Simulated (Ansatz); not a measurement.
Stepwise reaction of `FB(F)S` with hydrogen, as a gas-phase model of exchange steps in deposition or etching. ΔE in kJ/mol; ΔG adds harmonic PBE0-D4 terms to CCSD(T)/CBS, at 1 bar.

Gas-phase electronic energies from Ansatz, PBE0-D4/def2-TZVP geometries. CBS: MP2 limit from def2 TZ/QZ plus the TZ coupled-cluster correction, frozen cores. This one scheme is used for every species. Functionals use def2-TZVPP. B3LYP here is the variant with VWN-RPA as its local correlation; programs differ in this. Each species was taken in one conformer, which may not be the lowest.

```
step                     reaction  PBE-D4  B3LYP-D4  ωB97M-V  CCSD(T)/CBS  ΔG(400 K)
   1  `FB(F)S` + H₂ → `FBS` + H–F   118.6     122.6    123.2        114.8      117.4
   2      `FBS` + H₂ → `BS` + H–F   108.9     111.3    110.5        102.6      105.3
```

(1) By hand: ΔE of the 2 steps together at CCSD(T)/CBS.

Answers

(1) (114.8) + (102.6) = 217.4 kJ/mol, or 108.7 kJ/mol a step.

In ΔE each step is lower than the one before. All are uphill at CCSD(T)/CBS. ΔG lies between 105.3 and 117.4 kJ/mol a step. PBE-D4 differs from CCSD(T)/CBS by 3.8 to 6.3 kJ/mol a step. Isolated molecules leave out the surface, adducts and barriers. Largest T1 diagnostic: 0.015.
